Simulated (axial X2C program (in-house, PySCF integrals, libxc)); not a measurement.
**TcB⁺ at several levels of theory**

All values were computed with an in-house all-electron X2C program for linear molecules (integrals from PySCF). Spin-free means the one-electron spin-free X2C Hamiltonian; two-component (2c) means X2C with spin–orbit coupling and atomic mean-field two-electron Coulomb and Gaunt terms, so the difference of the two also holds small scalar two-electron terms. Basis: Tc dyall-cv3z [12s12p8d5f3g], B dyall-v3z [7s6p2d1f] (cores contracted in-house); Gaussian nuclei, density fitting, unrestricted open shells. Masses: Tc 98.907 u, B 11.009 u.

Input:
```json
{"zs": [43, 5], "q": 1, "bas": ["dyall-cv3z", "dyall-v3z"], "levels": ["PBE0", "HF", "B3LYP"], "cc": true, "r0": 2.13, "thr": -2.0, "nmax": 90, "npts": 10, "nst": 2, "ntry": 6}
```
```bash
python so2c.py task.json out
```

Keys: zs atomic numbers; q charge; bas basis sets; levels methods; cc coupled cluster on or off; r0 starting distance in Å; thr threshold in hartree for freezing inner shells (an s shell follows its p shell); nmax most natural virtual spinors; npts points on the curve; nst determinants followed; ntry starts of the search. HF also brings MP2.

State, spin-free: M_S = 3/2, Λ = 0 (beyond evenly filled blocks: σα, δ+α, δ-α); electrons by block: σα: 11, σβ: 10, π+α: 5, π+β: 5, π-α: 5, π-β: 5, δ+α: 2, δ+β: 1, δ-α: 2, δ-β: 1. Fragments: Tc+ + B.

State, 2c: Ω = 3/2 (⟨Sz⟩ = 1.50, ⟨Lz⟩ = 0.00 at PBE0); electrons by block: 1/2: 16, -1/2: 15, 3/2: 6, -3/2: 7, 5/2: 2, -5/2: 1. Fragments: Tc+ + B.

```json
{"Hamiltonian": "spin-free", "level": "HF", "Re (Å)": "1.901", "ωe (cm⁻¹)": "615.0", "ωexe (cm⁻¹)": "3.15", "Be (cm⁻¹)": "0.4709", "αe (cm⁻¹)": "0.00406", "De (eV)": "-0.391", "D0 (eV)": "-0.430", "k (mdyn/Å)": "2.21", "μ (D)": "-1.63"}
{"Hamiltonian": "spin-free", "level": "CCSD", "Re (Å)": "1.785", "ωe (cm⁻¹)": "851.1", "ωexe (cm⁻¹)": "4.82", "Be (cm⁻¹)": "0.5341", "αe (cm⁻¹)": "0.00408", "De (eV)": "2.43", "D0 (eV)": "2.38", "k (mdyn/Å)": "4.23", "μ (D)": "n/a"}
{"Hamiltonian": "spin-free", "level": "CCSD(T)", "Re (Å)": "1.781", "ωe (cm⁻¹)": "866.4", "ωexe (cm⁻¹)": "5.13", "Be (cm⁻¹)": "0.5364", "αe (cm⁻¹)": "0.00412", "De (eV)": "2.77", "D0 (eV)": "2.71", "k (mdyn/Å)": "4.38", "μ (D)": "n/a"}
{"Hamiltonian": "2c", "level": "PBE0", "Re (Å)": "1.779", "ωe (cm⁻¹)": "856.0", "ωexe (cm⁻¹)": "4.5", "Be (cm⁻¹)": "0.5376", "αe (cm⁻¹)": "0.0038", "De (eV)": "3.34", "D0 (eV)": "3.29", "k (mdyn/Å)": "4.28", "μ (D)": "-0.71"}
{"Hamiltonian": "2c", "level": "B3LYP", "Re (Å)": "1.788", "ωe (cm⁻¹)": "839.2", "ωexe (cm⁻¹)": "4.47", "Be (cm⁻¹)": "0.532", "αe (cm⁻¹)": "0.00382", "De (eV)": "3.60", "D0 (eV)": "3.55", "k (mdyn/Å)": "4.11", "μ (D)": "-0.60"}
```

Spin-free values that have a 2c row agree with it to the digits that matter (0.001 Å, 0.01 eV) and are not repeated.

Correlated methods: 9 electrons correlated (number of frozen shells: Tc 4 s, 3 p, 1 d; B 1 s), 261 virtual spin orbitals or spinors in MP2, 90 natural virtuals in coupled cluster.

Dipoles are positive if B is the positive end and refer to the centre of mass.

Occupations by symmetry block were frozen at the best pattern of an incomplete PBE0 search. De is counted from the lowest determinant-based energies of the atoms at the same level, without counterpoise correction. Density functionals use the spin component along the axis (collinear). Coupled cluster ran in a truncated set of natural virtual spinors; the MP2 energy of the rest was added. (T) has no such correction and the atoms are truncated less, which lowers De at CCSD(T) by a hundredth of an eV or more. A 2c atom that is not at its ground J level misses part of its spin–orbit lowering, and De is too large by that part (0.04 eV or less for light atoms). This holds for PBE0, B3LYP. Without a current term, density functionals place determinants with orbital angular momentum somewhat too high. With several unpaired electrons one determinant need not be a pure state. This is the top spin component of a Σ state; components of lower Ω are not single determinants and can lie lower. The determinant is spin-polarised beyond a pure state at some levels (its spin-free form has ⟨S²⟩ too high), which makes Re and μ there less reliable. The T1 diagnostic is large, a sign of multireference character.

No reliable constants came from CCSD (2c), CCSD(T) (2c), HF (2c), MP2 (2c), MP2 (spin-free): no minimum in range, unconverged points, a curve that is not smooth, a change of character along it, or the two Hamiltonians disagreeing along it.

Rough cost a point (2c) on 1 thread(s) of a shared host, integrals apart: PBE0 1.7 s, B3LYP 1.9 s.

The whole task took 3.7 min on 1 thread of AMD EPYC 7B13 (Zen 3), with other jobs on the host.
